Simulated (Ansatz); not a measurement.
`CC(O)[SiH2]O` + CH₄ → `C[SiH2]C(C)O` + H₂O  (formal exchange of groups at the Si–O bond)

Program: Ansatz. Geometries: PBE0-D4/def2-TZVP. ΔE: electronic, gas phase. CBS: MP2 limit from def2 TZ/QZ plus the TZ coupled-cluster correction, frozen cores. This one scheme is used for every species. DFT in def2-TZVPP. B3LYP here is the variant with VWN-RPA as its local correlation; programs differ in this. Each species was taken in one conformer, which may not be the lowest.

```tsv
level	ΔE (kJ/mol)	difference from CCSD(T)/CBS
BHLYP-D4	107.2	10.4
CAM-B3LYP-D4	106.2	9.4
B2PLYP	105.7	8.9
PBE0	94.3	-2.5
B3LYP	106.0	9.2
LC-ωPBE	97.3	0.5
CCSD/def2-SVP	100.7	3.9
HF/def2-QZVPP	115.6	18.8
SCS-MP2/def2-QZVPP	103.0	6.2
CCSD/CBS(def2)	98.4	1.6
CCSD(T)/CBS	96.8	0
```

Largest T1 diagnostic among the species: 0.011.

Leaving LDA and LC-ωPBE aside and taking each functional with its dispersion term where it has one, the values, not all of them listed here, spread over 17.6 kJ/mol, from revPBE-D4 to BHLYP-D4. From BLYP to BHLYP (50 % exact exchange), in def2-TZVPP and without D4, ΔE moves by +4.4 kJ/mol. At CCSD(T), def2-SVP lies +3.2 kJ/mol from the extrapolated value and def2-TZVPP +2.5 kJ/mol.

CCSD(T)/CBS has its own doubt, a few kJ/mol and more with outer-core shells, so smaller differences from it don't rank the levels.
